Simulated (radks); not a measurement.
Q: The caesium anion Cs-, [Xe] 6s2, held by a Watson sphere: a shell of charge +1 at radius R that stands for the Madelung well of a crystal (potential energy -1/R inside, -1/r outside, in hartree with lengths in bohr). All-electron calculation, scalar-relativistic Kohn-Sham, PBEsol, spin-polarised, spherical densities, point nucleus. Program: a radial shooting solver on a logarithmic mesh with Libxc functionals. Response by self-consistent Sternheimer equations with the Hartree and adiabatic LDA kernel, the relativistic mass of each level held fixed and spin-orbit coupling left out. The sphere does not respond.

| R (bohr) | e(5s) (eV) | e(5p) (eV) | e(6s) (eV) | <r> 6s (bohr) | sum of <r^2> (bohr^2) | X-ray form factor at sin(theta)/lambda = 0.2 1/angstrom | alpha (bohr^3) |
|---|---|---|---|---|---|---|---|
| 2.81 | -29.243 | -16.032 | -3.172 | 4.889 | 105.2 | 43.894 | 263.0 |
| 3.81 | -27.640 | -14.476 | -3.092 | 5.056 | 109.5 | 43.873 | 291.1 |
| 4.26 | -27.200 | -14.027 | -3.014 | 5.183 | 112.4 | 43.880 | 318.0 |
| 5.3 | -26.568 | -13.371 | -2.784 | 5.520 | 120.3 | 43.901 | 405.6 |

Estimate the row for R = 5.75 bohr.

A: e(5s) (eV) -26.398; e(5p) (eV) -13.193; e(6s) (eV) -2.676; <r> 6s (bohr) 5.669; sum of <r^2> (bohr^2) 124.0; X-ray form factor at sin(theta)/lambda = 0.2 1/angstrom 43.906; alpha (bohr^3) 451.9.
